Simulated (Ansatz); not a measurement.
A trace of molecular dynamics of C$_{2}$H$_{8}$AlNO (13 atoms, charge 0, multiplicity 1).

Method: UKS BLYP-D4/6-31G* (Ansatz).

```yaml
ensemble: NVE (velocity Verlet)
starting_velocities_drawn_for: 300 K
seed: 695617
```

```json
{"time (fs)": "0", "T (K)": "300", "potential energy less start (eV)": "0.000", "conserved less start (meV/atom)": "0.00"}
{"time (fs)": "3", "T (K)": "275", "potential energy less start (eV)": "0.037", "conserved less start (meV/atom)": "0.10"}
{"time (fs)": "6", "T (K)": "481", "potential energy less start (eV)": "-0.256", "conserved less start (meV/atom)": "0.11"}
{"time (fs)": "9", "T (K)": "779", "potential energy less start (eV)": "-0.684", "conserved less start (meV/atom)": "-0.17"}
{"time (fs)": "12", "T (K)": "960", "potential energy less start (eV)": "-0.942", "conserved less start (meV/atom)": "-0.29"}
{"time (fs)": "15", "T (K)": "818", "potential energy less start (eV)": "-0.734", "conserved less start (meV/atom)": "0.22"}
{"time (fs)": "18", "T (K)": "1294", "potential energy less start (eV)": "-1.418", "conserved less start (meV/atom)": "-0.37"}
{"time (fs)": "21", "T (K)": "1465", "potential energy less start (eV)": "-1.658", "conserved less start (meV/atom)": "-0.08"}
{"time (fs)": "24", "T (K)": "1585", "potential energy less start (eV)": "-1.827", "conserved less start (meV/atom)": "-0.01"}
{"time (fs)": "27", "T (K)": "1528", "potential energy less start (eV)": "-1.748", "conserved less start (meV/atom)": "-0.10"}
{"time (fs)": "30", "T (K)": "1258", "potential energy less start (eV)": "-1.359", "conserved less start (meV/atom)": "0.20"}
{"time (fs)": "33", "T (K)": "1155", "potential energy less start (eV)": "-1.216", "conserved less start (meV/atom)": "-0.08"}
{"time (fs)": "36", "T (K)": "1021", "potential energy less start (eV)": "-1.022", "conserved less start (meV/atom)": "0.18"}
{"time (fs)": "39", "T (K)": "1467", "potential energy less start (eV)": "-1.662", "conserved less start (meV/atom)": "-0.22"}
{"time (fs)": "42", "T (K)": "1863", "potential energy less start (eV)": "-2.227", "conserved less start (meV/atom)": "-0.33"}
{"time (fs)": "45", "T (K)": "1752", "potential energy less start (eV)": "-2.063", "conserved less start (meV/atom)": "0.04"}
{"time (fs)": "48", "T (K)": "1658", "potential energy less start (eV)": "-1.934", "conserved less start (meV/atom)": "-0.20"}
{"time (fs)": "51", "T (K)": "1284", "potential energy less start (eV)": "-1.397", "conserved less start (meV/atom)": "0.14"}
{"time (fs)": "54", "T (K)": "1190", "potential energy less start (eV)": "-1.266", "conserved less start (meV/atom)": "-0.07"}
{"time (fs)": "57", "T (K)": "1092", "potential energy less start (eV)": "-1.125", "conserved less start (meV/atom)": "0.05"}
{"time (fs)": "60", "T (K)": "1096", "potential energy less start (eV)": "-1.130", "conserved less start (meV/atom)": "0.08"}
{"time (fs)": "63", "T (K)": "1239", "potential energy less start (eV)": "-1.339", "conserved less start (meV/atom)": "-0.36"}
{"time (fs)": "66", "T (K)": "920", "potential energy less start (eV)": "-0.878", "conserved less start (meV/atom)": "0.22"}
{"time (fs)": "69", "T (K)": "1108", "potential energy less start (eV)": "-1.154", "conserved less start (meV/atom)": "-0.42"}
{"time (fs)": "72", "T (K)": "919", "potential energy less start (eV)": "-0.881", "conserved less start (meV/atom)": "-0.13"}
{"time (fs)": "75", "T (K)": "783", "potential energy less start (eV)": "-0.686", "conserved less start (meV/atom)": "0.11"}
```

Task: Can this run be trusted? Judge the integration.

Result: The conserved energy stayed within 0.43 meV per atom of its start (net change 0.11 meV per atom), so the integration is sound. The kinetic energy rose, since the run started high on the potential surface and went downhill. A run of 0.075 ps of so small a system gives no equilibrium averages. The orbitals were unrestricted but ended closed-shell. The time step was 0.5 fs.

Time of the run: 13 min on 2 threads of Arm Neoverse N1 (shared host), peak memory 0.17 GiB.
